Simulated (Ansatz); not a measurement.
boron oxyfluoride (SMILES O=BF) moved off its minimum; all values from Ansatz (a quantum-chemistry and plane-wave program), cores frozen in correlated methods.
(charge 0, multiplicity 1)
```xyz
3

F     -0.1845    -0.1354    -1.1299
B      0.0504    -0.0583     0.0649
O      0.0642    -0.2092     1.4793
```

Forces at B3LYP/def2-TZVPP (eV/Å):

```tsv
atom	Fx	Fy	Fz
F1	-0.300	0.133	-3.528
B2	0.058	-1.439	12.907
O3	0.242	1.306	-9.379
```

Task: Give the forces (eV/Å), the total energy and the dipole at CCSD(T)/aug-cc-pVTZ.

Result: 
```
atom      Fx      Fy      Fz
----  ------  ------  ------
F1    -0.391   0.096  -3.924
B2     0.155  -1.330  12.727
O3     0.236   1.234  -8.803
```
Energy -199.7085 hartree, dipole 3.14 D.
